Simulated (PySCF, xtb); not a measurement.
Mo(NH)2(F)(OH) (FH3MoN2O), SMILES [Mo](=[NH])([OH])(=[NH])[F], multiplicity 1. One conformer was computed; it need not be the lowest.

Harmonic wavenumbers (cm⁻¹) from GFN2-xTB (xtb) at its own minimum, in rising order: 154, 189, 218, 223, 271, 304, 430, 484, 505, 562, 600, 654, 679, 967, 1016, 3430, 3436, 3575.

**Question.** What does PySCF 2.14.0 with PBE-D3(BJ)/def2-SVP give at its own minimum? (Estimate from the structure and the level; the computed values follow.)

**Answer.** 180, 231, 239, 246, 275, 313, 391, 519, 588, 659, 668, 719, 745, 973, 995, 3504, 3523, 3732. Paired by order, the mean absolute difference is 51 cm⁻¹ and the zero-point energies are 25.3 and 26.4 kcal/mol.
